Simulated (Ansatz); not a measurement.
Two isomers of C2H4BClO: A = `C=C(O)BCl`, B = `ClBC1CO1`.

Computed with Ansatz on PBE0-D4/def2-TZVP structures; ΔE is electronic, products minus reactants. CBS: MP2 limit from def2 TZ/QZ plus the TZ coupled-cluster correction, frozen cores. Functionals use def2-TZVPP. Each species was taken in one conformer, which may not be the lowest.

Problem. Which is lower in electronic energy at CCSD(T)/CBS, and by how much? (Best estimate.)

Solution. Computed: A, by 82.8 kJ/mol.

Problem. Give E(B) − E(A) in kJ/mol with CCSD(T)/def2-TZVPP, r2SCAN-D4, MP2/def2-TZVPP, CCSD/def2-TZVPP, BLYP-D4, CCSD(T)/def2-SVP, B2PLYP. (Estimate.)

Solution. Computed: CCSD(T)/def2-TZVPP 80.6, r2SCAN-D4 77.3, MP2/def2-TZVPP 74.8, CCSD/def2-TZVPP 79.6, BLYP-D4 91.9, CCSD(T)/def2-SVP 78.2, B2PLYP 84.8. None reverses the order clearly.

Problem. Does the order hold for the free energy at 298.15 K (harmonic terms from PBE0-D4)? (Best estimate.)

Solution. Ansatz gave: Yes: G(B) − G(A) = +85.3 kJ/mol, for one conformer each.

Largest T1 diagnostic: 0.013.

At CCSD(T), def2-SVP lies −4.6 kJ/mol from the extrapolated value and def2-TZVPP −2.2 kJ/mol. In def2-TZVPP, CCSD(T) changes the Hartree–Fock value by −9.6 kJ/mol (the triples alone add +1.0 kJ/mol) and MP2 by −15.4 kJ/mol.
